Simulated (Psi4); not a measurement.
Input for Psi4:
```
memory 2 GB

molecule mol {
1 2
  Sb    0.003218   -0.000609    0.458413
  Cl   -1.887377   -1.036620   -0.446566
  Cl    0.040632    2.150984   -0.455863
  Cl    1.837092   -1.112537   -0.472811
}

set basis def2-svpd
set reference uks
set scf_type pk
set puream true
set d_convergence 1e-8
set dft_radial_points 99
set dft_spherical_points 590

energy('b97m-v')
print_variables()
```

What does this run give for the <S^2>, nuclear repulsion energy, total energy, number of basis functions?


```
Property                            Value
-------------------------  --------------
<S^2>                               0.754
nuclear repulsion energy      388.6398 Eh
total energy               -44077.5431 eV
number of basis functions             113
```

These values belong to the state on which the SCF converged, which isn't shown to be the lowest.
